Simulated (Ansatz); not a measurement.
# Nudged elastic band run: CH7O2SbSi

The input (input.yaml):

```yaml
crystal:
  periodic: [false, false, false]
  atoms:
    - { symbol: O, position_ang: [-1.685197, -0.245013, 1.155698] }
    - { symbol: C, position_ang: [-0.298908, -0.555476, 1.213908] }
    - { symbol: Si, position_ang: [0.722316, 0.546258, 0.064519] }
    - { symbol: O, position_ang: [2.2795, -0.032071, 0.141523] }
    - { symbol: Sb, position_ang: [-0.184154, 0.441562, -2.36283] }
    - { symbol: H, position_ang: [-1.990863, -0.400619, 0.25353] }
    - { symbol: H, position_ang: [-0.103479, -1.615435, 1.001247] }
    - { symbol: H, position_ang: [0.012847, -0.382926, 2.248109] }
    - { symbol: H, position_ang: [0.666945, 1.974511, 0.498857] }
    - { symbol: H, position_ang: [2.982143, 0.525686, -0.203892] }
    - { symbol: H, position_ang: [-0.577249, -1.219952, -2.159322] }
    - { symbol: H, position_ang: [-1.746802, 0.908375, -1.817346] }
basis:
  gaussian: { orbitals: def2-mTZVP }
hamiltonian:
  xc: pbe0
  dispersion: d4
neb:
  order_check: false
  images: 7
  f_tol: 0.05
  max_iterations: 40
  initial_path: idpp
  final_atoms:
    - { symbol: O, position_ang: [-1.68301813, -0.30891704, 1.69898446] }
    - { symbol: C, position_ang: [-0.3149966, -0.62661873, 1.45148935] }
    - { symbol: Si, position_ang: [0.40902425, 0.50686583, 0.12015054] }
    - { symbol: O, position_ang: [2.00876596, 0.09195287, -0.03500779] }
    - { symbol: Sb, position_ang: [-0.97278483, 0.24167172, -2.05650769] }
    - { symbol: H, position_ang: [-2.20228699, -0.56733241, 0.9290805] }
    - { symbol: H, position_ang: [-0.17619844, -1.68740197, 1.20689994] }
    - { symbol: H, position_ang: [0.21338495, -0.45859576, 2.39435161] }
    - { symbol: H, position_ang: [0.25182662, 1.92757254, 0.54923674] }
    - { symbol: H, position_ang: [2.47443283, 0.40480479, -0.81554596] }
    - { symbol: H, position_ang: [0.07121642, -1.01216335, -2.59045049] }
    - { symbol: H, position_ang: [-0.00226703, 1.43306151, -2.81868021] }
```

Command:

```bash
$ ansatz run input.yaml --threads 2 --pin off --max-ram 3072MiB --backend cpu --events-out ev --progress --plain --runs-dir out
```

Output, in part (warnings, iteration lines, the closing report on the highest movable image, with atoms numbered from 0):

```
NEB end point (image 0): max|allowed force component| = 1.447e-2 eV/Å (the criterion of neb.relax_end_points is 1.000e-2)
NEB end point (image 8): max|allowed force component| = 1.268e-2 eV/Å (the criterion of neb.relax_end_points is 1.000e-2)
NEB iter   1: max|band force component| = 2.094e0 eV/Å  barrier→ = 2.2580 eV  barrier← = 2.2294 eV  Δτ_max = 0.2000 Å  (248 SCF iters)
NEB iter   2: max|band force component| = 1.489e0 eV/Å  barrier→ = 1.6898 eV  barrier← = 1.6611 eV  Δτ_max = 0.1980 Å  (209 SCF iters)
NEB iter   3: max|band force component| = 6.403e-1 eV/Å  barrier→ = 1.3650 eV  barrier← = 1.3363 eV  CI = image 4  Δτ_max = 0.1760 Å  (208 SCF iters)
NEB iter   4: max|band force component| = 2.915e-1 eV/Å  barrier→ = 1.2966 eV  barrier← = 1.2680 eV  CI = image 4  Δτ_max = 0.0609 Å  (215 SCF iters)
NEB iter   5: max|band force component| = 1.853e-1 eV/Å  barrier→ = 1.2846 eV  barrier← = 1.2560 eV  CI = image 4  Δτ_max = 0.0506 Å  (217 SCF iters)
NEB iter   6: max|band force component| = 1.262e-1 eV/Å  barrier→ = 1.2814 eV  barrier← = 1.2528 eV  CI = image 4  Δτ_max = 0.0486 Å  (217 SCF iters)
NEB iter   7: max|band force component| = 5.323e-2 eV/Å  barrier→ = 1.2787 eV  barrier← = 1.2501 eV  CI = image 4  Δτ_max = 0.0427 Å  (216 SCF iters)
NEB iter   8: max|band force component| = 4.197e-2 eV/Å  barrier→ = 1.2778 eV  barrier← = 1.2492 eV  CI = image 4  Δτ_max = 0.0000 Å  (415 SCF iters)
Total energy: -19653.15786611 eV, -722.2402301906 hartree
Atom 0 at    -1.511716    -0.576926     1.532082 Å, force     0.012693    -0.014283     0.005321 eV/Å
Atom 1 at    -0.106379    -0.699907     1.444907 Å, force     0.008913     0.023037     0.039795 eV/Å
Atom 2 at     0.604627     0.547508     0.225928 Å, force    -0.007729     0.008444    -0.017530 eV/Å
Atom 3 at     2.228602     0.287954     0.141163 Å, force     0.003332     0.012177    -0.010155 eV/Å
Atom 4 at    -0.581339     0.242744    -1.947786 Å, force    -0.001348    -0.021779    -0.000390 eV/Å
Atom 5 at    -1.863321    -0.592278     0.626881 Å, force    -0.018090     0.001913    -0.015341 eV/Å
Atom 6 at     0.215041    -1.718652     1.189249 Å, force    -0.001635    -0.013823    -0.008141 eV/Å
Atom 7 at     0.298138    -0.485778     2.439877 Å, force    -0.010154    -0.010140    -0.006312 eV/Å
Atom 8 at     0.219923     1.950452     0.528696 Å, force     0.000034     0.006397    -0.005155 eV/Å
Atom 9 at     2.699609     0.722227    -0.578101 Å, force     0.010382    -0.005850     0.006269 eV/Å
Atom 10 at    -0.621829    -1.148521    -2.873781 Å, force    -0.005468     0.009979     0.003348 eV/Å
Atom 11 at    -1.504257     1.416077    -2.695113 Å, force     0.009071     0.003929     0.008292 eV/Å
Dipole moment:     0.304074     0.102455    -0.256217 e Å
```

The run converged. A vibrational analysis at the climbing image gives one clearly imaginary mode, 620i cm⁻¹: a first-order saddle point.

Final band (atoms are numbered from 1 in the order of the input):

| image | path coordinate (Å) | energy (kcal/mol) | height of Sb5 over the plane of its neighbours (Å) |
| --- | --- | --- | --- |
| 0 | 0.00 | 0.0 | 1.09 |
| 1 | 0.56 | 0.4 | 1.06 |
| 2 | 1.12 | 2.0 | 0.98 |
| 3 | 1.67 | 11.3 | 0.63 |
| 4 | 2.23 | 29.5 | 0.01 |
| 5 | 2.79 | 12.3 | -0.60 |
| 6 | 3.34 | 3.0 | -0.94 |
| 7 | 3.90 | 1.0 | -1.05 |
| 8 | 4.45 | 0.7 | -1.08 |

Time of the run: 4.7 min on 2 threads of Intel(R) Xeon(R) Platinum 8488C (Sapphire Rapids), with other jobs on the host, peak memory 0.49 GiB.
